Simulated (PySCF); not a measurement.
Mo(NH)(S)(F)(Cl) (ClFHMoNS), SMILES [NH]=[Mo]([F])(=[S])[Cl], multiplicity 1. Geometry: PBE-D3(BJ)/def2-SVP. The spin state was assumed, not searched. The structure was generated by enumeration; whether it is a known compound was not checked. The def2 effective core potentials stand for the cores of Mo; spin–orbit coupling is left out.

Computed equilibrium geometry at PBE-D3(BJ)/def2-SVP (PySCF confirms it by a frequency run) as a Z-matrix:
```
Mo
N 1 1.7260
H 2 1.0284 1 153.73
F 1 1.8579 2 108.23 3 122.28
S 1 2.1252 2 107.44 3 3.64
Cl 1 2.2763 2 107.23 3 -113.09
```
Charge 0, spin multiplicity 1.
